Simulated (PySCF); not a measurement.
All values below come from B3LYP-D3(BJ)/def2-TZVP // M06-2X/def2-TZVP (PySCF). Isolated molecules, 0 K electronic values unless said otherwise. B3LYP has the VWN-RPA correlation part, as in Gaussian. Delta-SCF ions had no search for a lower state. 

Reference species (SMILES): `[InH2][CH3]` (neutral, multiplicity 1).

| Item | Result |
|---|---|
| vertical ionisation energy (Delta-SCF) | 9.68 eV |
| HOMO | -7.34 eV |
| LUMO | -1.86 eV |

After one change: the vertical ionisation energy (Delta-SCF) goes up by 0.89 eV; the HOMO drops by 0.65 eV; the LUMO falls by 0.35 eV.

**Question.** Name the change that produced these shifts. The new species is one of these.
(A) `[CH3][In]([CH3])[CH3]`
(B) `[InH3]`
(C) `[CH3][InH][CH3]`

**Answer.** B, `[InH3]`
